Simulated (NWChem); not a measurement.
All runs are NWChem calculations. System: BiF$_{3}$, charge 0, spin multiplicity 1, at a geometry optimised with B3LYP/def2-SVP with def2 effective core potentials on Bi. The structure started from a generated list of species. Level: G0W0@PBE/def2-TZVP with def2 effective core potentials on Bi, RI basis def2-tzvp-rifit, no spin-orbit coupling.

Job file:

```
start mol
memory heap 200 mb stack 700 mb global 1700 mb
geometry units angstroms nocenter noautoz
  Bi     0.002267     0.255006     0.000000
  F     -0.877374    -0.776163     1.507661
  F     -0.877374    -0.776163    -1.507661
  F      1.733837    -0.799400     0.000000
  symmetry group Cs
end
basis spherical
  * library def2-tzvp
end
ecp
  Bi library def2-ecp
end
basis "ri basis" bse spherical
  * library def2-tzvp-rifit
end
dft
  xc xpbe96 cpbe96
  iterations 100
  direct
  tolerances tight
end
task dft energy
gw
  states alpha occ 4 vir 2
end
task dft gw
```

NWChem printed:

```
             Northwest Computational Chemistry Package (NWChem) 7.3.0
             --------------------------------------------------------

                                NWChem Input Module
                                -------------------

 Scaling coordinates for geometry "geometry" by  1.889725989
 (inverse scale =  0.529177249)

 Turning off AUTOSYM since
 SYMMETRY directive was detected!

                             Geometry "geometry" -> ""
                             -------------------------

 Output coordinates in angstroms (scale by  1.889725989 to convert to a.u.)

  No.       Tag          Charge          X              Y              Z
 ---- ---------------- ---------- -------------- -------------- --------------
    1 Bi                  83.0000     0.00226700     0.25500600     0.00000000
    2 F                    9.0000    -0.87737400    -0.77616300     1.50766100
    3 F                    9.0000    -0.87737400    -0.77616300    -1.50766100
    4 F                    9.0000     1.73383700    -0.79940000     0.00000000

 Effective nuclear repulsion energy (a.u.)     627.5921385033

            Nuclear Dipole moment (a.u.)
            ----------------------------
        X                 Y               Z
 ---------------- ---------------- ----------------
    -0.0000718096    -0.0000680301     0.0000000000

      Symmetry information
      --------------------

 Group name             Cs
 Group number              2
 Group order               2
 No. of unique centers     3

      Symmetry unique atoms

     1    2    4


 Summary of "ao basis" -> "" (spherical)
 ------------------------------------------------------------------------------
       Tag                 Description            Shells   Functions and Types
 ---------------- ------------------------------  ------  ---------------------
 *                         def2-tzvp                  on all atoms

 Summary of "ri basis" -> "" (spherical)
 ------------------------------------------------------------------------------
       Tag                 Description            Shells   Functions and Types
 ---------------- ------------------------------  ------  ---------------------
 *                      def2-tzvp-rifit               on all atoms

  pbe96 is a nonlocal functional; adding pw91lda local functional.

                                 NWChem DFT Module
                                 -----------------

 Summary of "ao basis" -> "ao basis" (spherical)
 ------------------------------------------------------------------------------
       Tag                 Description            Shells   Functions and Types
 ---------------- ------------------------------  ------  ---------------------
 Bi                        def2-tzvp                16       50   6s5p3d2f
 F                         def2-tzvp                11       31   5s3p2d1f

 Summary of "ao basis" -> "ao basis" (spherical)
 ------------------------------------------------------------------------------
       Tag                 Description            Shells   Functions and Types
 ---------------- ------------------------------  ------  ---------------------
 Bi                        def2-tzvp                16       50   6s5p3d2f
 F                         def2-tzvp                11       31   5s3p2d1f

      Symmetry analysis of basis
      --------------------------

        a'         85
        a"         58

            General Information
            -------------------
          SCF calculation type: DFT
          Wavefunction type:  closed shell.
          No. of atoms     :     4
          No. of electrons :    50
           Alpha electrons :    25
            Beta electrons :    25
          Charge           :     0
          Spin multiplicity:     1
          Use of symmetry is: on ; symmetry adaption is: on
          Maximum number of iterations: 100
          This is a Direct SCF calculation.
          AO basis - number of functions:   143
                     number of shells:    49
          Convergence on energy requested:  1.00D-06
          Convergence on density requested:  1.00D-05
          Convergence on gradient requested:  5.00D-04

              XC Information
              --------------
          PerdewBurkeErnzerhof Exchange Functional  1.000
            Perdew 1991 LDA Correlation Functional  1.000 local
           PerdewBurkeErnz. Correlation Functional  1.000 non-local

             Grid Information
             ----------------
          Grid used for XC integration:  medium
          Radial quadrature: Mura-Knowles
          Angular quadrature: Lebedev.
          Tag              B.-S. Rad. Rad. Pts. Rad. Cut. Ang. Pts.
          ---              ---------- --------- --------- ---------
          Bi                  1.60      123           7.0       590
          F                   0.50       49           8.0       434
          Grid pruning is: on
          Number of quadrature shells:   221
          Spatial weights used:  Erf1

          Convergence Information
          -----------------------
          Convergence aids based upon iterative change in
          total energy or number of iterations.
          Levelshifting, if invoked, occurs when the
          HOMO/LUMO gap drops below (HL_TOL):  1.00D-02
          DIIS, if invoked, will attempt to extrapolate
          using up to (NFOCK): 10 stored Fock matrices.

                    Damping( 0%)  Levelshifting(0.5)       DIIS
                  --------------- ------------------- ---------------
          dE  on:    start            ASAP                start
[...]
      ------------------------------

 Total energy =    -511.533442
 1-e energy   =   -1199.111437
 2-e energy   =     482.838627
 HOMO         =      -0.431169
 LUMO         =      -0.016376

      Symmetry analysis of molecular orbitals - initial
      -------------------------------------------------

  Numbering of irreducible representations:

     1 a'          2 a"

  Orbital symmetries:

     1 a'          2 a'          3 a"          4 a'          5 a"
     6 a'          7 a'          8 a'          9 a'         10 a"
    11 a"         12 a'         13 a'         14 a"         15 a'
    16 a'         17 a"         18 a'         19 a'         20 a"
    21 a'         22 a"         23 a'         24 a"         25 a'
    26 a'         27 a"         28 a'         29 a'         30 a'
    31 a"         32 a'         33 a'         34 a'         35 a"

   convergence    iter        energy       DeltaE   RMS-Dens  Diis-err    time
 ---------------- ----- ----------------- --------- --------- ---------  ------
 d= 0,ls=0.0,diis     1   -513.9114375131 -7.19D+02  2.40D-02  2.20D+00     4.7
 d= 0,ls=0.0,diis     2   -511.9377130064  1.97D+00  1.51D-02  2.32D+01     7.8
 d= 0,ls=0.0,diis     3   -514.1517528675 -2.21D+00  1.59D-03  4.00D-02    11.3
 d= 0,ls=0.0,diis     4   -514.1540848679 -2.33D-03  7.04D-04  2.16D-02    14.7
 d= 0,ls=0.0,diis     5   -514.1555951990 -1.51D-03  7.42D-05  1.84D-04    17.9
 d= 0,ls=0.0,diis     6   -514.1556105233 -1.53D-05  1.07D-05  8.74D-06    20.2
 d= 0,ls=0.0,diis     7   -514.1556110934 -5.70D-07  3.91D-06  3.76D-07    22.6

         Total DFT energy =     -514.155611093388
      One electron energy =    -1200.361187187153
           Coulomb energy =      529.809997649040
    Exchange-Corr. energy =      -48.343789399783
 Nuclear repulsion energy =      204.739367844507

 Numeric. integr. density =       49.999984399260

     Total iterative time =     21.1s

                  Occupations of the irreducible representations
                  ----------------------------------------------

                     irrep           alpha         beta
                     --------     --------     --------
                     a'               16.0         16.0
                     a"                9.0          9.0

                       DFT Final Molecular Orbital Analysis
                       ------------------------------------

 Vector   23  Occ=2.000000D+00  E=-3.330379D-01  Symmetry=a"
              MO Center= -6.8D-01, -7.4D-01, -4.1D-09, r^2= 3.1D+00
   Bfn.  Coefficient  Atom+Function         Bfn.  Coefficient  Atom+Function
  ----- ------------  ---------------      ----- ------------  ---------------
    58      0.254025  2 F  pz                89      0.254025  3 F  pz
    57      0.220431  2 F  py                88     -0.220431  3 F  py
    61      0.202745  2 F  pz                92      0.202745  3 F  pz
    60      0.175200  2 F  py                91     -0.175200  3 F  py
    64      0.142599  2 F  pz                95      0.142599  3 F  pz

 Vector   24  Occ=2.000000D+00  E=-3.295344D-01  Symmetry=a"
              MO Center= -1.0D-02, -7.7D-01,  3.8D-13, r^2= 3.5D+00
   Bfn.  Coefficient  Atom+Function         Bfn.  Coefficient  Atom+Function
  ----- ------------  ---------------      ----- ------------  ---------------
   120      0.292786  4 F  pz                56     -0.254076  2 F  px
    87      0.254076  3 F  px               123      0.232658  4 F  pz
    59     -0.201902  2 F  px                90      0.201902  3 F  px
   126      0.174834  4 F  pz                62     -0.151718  2 F  px
    93      0.151718  3 F  px                58     -0.147063  2 F  pz

 Vector   25  Occ=2.000000D+00  E=-3.151725D-01  Symmetry=a'
              MO Center= -4.5D-03, -4.3D-01,  5.6D-13, r^2= 3.6D+00
   Bfn.  Coefficient  Atom+Function         Bfn.  Coefficient  Atom+Function
  ----- ------------  ---------------      ----- ------------  ---------------
     6      0.322834  1 Bi s                  5      0.276991  1 Bi s
     3     -0.274748  1 Bi s                 57     -0.255400  2 F  py
    88     -0.255400  3 F  py               119     -0.256295  4 F  py
    60     -0.203760  2 F  py                91     -0.203760  3 F  py
   122     -0.204486  4 F  py                11     -0.177658  1 Bi py

 Vector   26  Occ=0.000000D+00  E=-9.609775D-02  Symmetry=a'
              MO Center= -4.7D-02,  4.2D-01, -4.2D-10, r^2= 3.6D+00
   Bfn.  Coefficient  Atom+Function         Bfn.  Coefficient  Atom+Function
  ----- ------------  ---------------      ----- ------------  ---------------
    19      0.457701  1 Bi px                16      0.446146  1 Bi px
    10     -0.406050  1 Bi px                13      0.334827  1 Bi px
    32      0.187741  1 Bi d -2             119     -0.144555  4 F  py
    22     -0.132625  1 Bi d -2             122     -0.117779  4 F  py
   117     -0.113692  4 F  s                125     -0.099084  4 F  py

 Vector   27  Occ=0.000000D+00  E=-9.609443D-02  Symmetry=a"
              MO Center=  5.4D-02,  4.2D-01,  4.2D-10, r^2= 3.6D+00
   Bfn.  Coefficient  Atom+Function         Bfn.  Coefficient  Atom+Function
  ----- ------------  ---------------      ----- ------------  ---------------
    21      0.457734  1 Bi pz                18      0.446150  1 Bi pz
    12     -0.406057  1 Bi pz                15      0.334834  1 Bi pz
    33      0.186557  1 Bi d -1              23     -0.131334  1 Bi d -1
    57     -0.123645  2 F  py                88      0.123645  3 F  py
   120     -0.114782  4 F  pz                60     -0.100713  2 F  py

 Vector   28  Occ=0.000000D+00  E=-8.266772D-02  Symmetry=a'
              MO Center=  1.8D-03,  2.0D-01,  7.8D-14, r^2= 3.8D+00
   Bfn.  Coefficient  Atom+Function         Bfn.  Coefficient  Atom+Function
  ----- ------------  ---------------      ----- ------------  ---------------
     5      0.581171  1 Bi s                 20     -0.490194  1 Bi py
    17     -0.445038  1 Bi py                11      0.371201  1 Bi py
     3     -0.303931  1 Bi s                 14     -0.297702  1 Bi py
     2      0.180820  1 Bi s                118      0.168840  4 F  px
     4     -0.152780  1 Bi s                 58      0.146285  2 F  pz

 center of mass
 --------------
 x =   0.00054340 y =   0.06118886 z =   0.00000000

 moments of inertia (a.u.)
 ------------------
         481.058635898080           1.209678116244           0.000000000000
           1.209678116244         616.835468724144           0.000000000000
           0.000000000000           0.000000000000         481.040521854217

     Multipole analysis of the density
     ---------------------------------

     L   x y z        total         alpha         beta         nuclear
     -   - - -        -----         -----         ----         -------
     0   0 0 0      0.000000    -25.000000    -25.000000     50.000000

     1   1 0 0      0.016911      0.137012      0.137012     -0.257112
     1   0 1 0      1.939005     15.426280     15.426280    -28.913556
     1   0 0 1     -0.000000     -0.000000     -0.000000      0.000000

     2   2 0 0    -35.167393    -90.633329    -90.633329    146.099266
     2   1 1 0      0.032441      0.379100      0.379100     -0.725759
     2   1 0 1      0.000000      0.000000      0.000000      0.000000
     2   0 2 0    -31.566563    -48.084863    -48.084863     64.603163
     2   0 1 1      0.000000      0.000000      0.000000      0.000000
     2   0 0 2    -35.166937    -90.638071    -90.638071    146.109205

 Task  times  cpu:       22.6s     wall:       22.6s

                                NWChem Input Module
                                -------------------

                                 NWChem GW Module
                                 ----------------

                             ***********************
                             ***        GW       ***
                             ***********************

 Summary of "ri basis" -> "ri basis" (spherical)
 ------------------------------------------------------------------------------
       Tag                 Description            Shells   Functions and Types
 ---------------- ------------------------------  ------  ---------------------
 Bi                     def2-tzvp-rifit             38      184   9s8p8d6f4g3h
 F                      def2-tzvp-rifit             22       76   8s6p4d3f1g

                 Memory Information
                 ------------------
          Available GA per process is          1699.8 MBs
          Available stack per process is        700.0 MBs
          Available heap per process is           0.0 MBs

          Peak memory in Initialization
              Peak GA per process is                 13.5 MBs
              Peak stack per process is               0.2 MBs
              Peak heap per process is               14.2 MBs
              Memory not in MA per process            0.0 MBs

          Peak memory in AFF Calculation
              Peak GA per process is                 87.6 MBs
              Peak stack per process is              66.4 MBs
              Peak heap per process is                0.0 MBs
              Memory not in MA per process           66.4 MBs

          Computing 2-center integrals
          Computing Inverse Cholesky factor
          Computing 3-center integrals
          Computing V_xc ...

          Computing Sigma_x
          Computing RPA polarizability
          Solving quasiparticle equations

                  Alpha Orbitals
          State     Energy (eV)     Error (eV)
          -----------------------------------
@GW        22        -12.355           0.002
@GW        23        -12.354           0.002
@GW        24        -12.264           0.002
@GW        25        -11.755           0.002
@GW        26          0.309           0.002
@GW        27          0.309           0.002

   Applying  -3.1787 eV scissor-shift to rest of particle states

   Applying   2.9241 eV scissor-shift to rest of hole states

     GW Timing Statistics
   ------------------------
   Init.   :          0.2s
     ERIs  :          2.1s
     Distr.:          0.0s
     Vxc   :          0.3s
   Sigma_x :          0.0s
   RPA     :          8.1s
   Wmn     :          0.1s
   Sigma_c :          0.1s
   GW total:         10.9s

 Task  times  cpu:       10.9s     wall:       10.9s

 Total times  cpu:       33.5s     wall:       33.5s
```
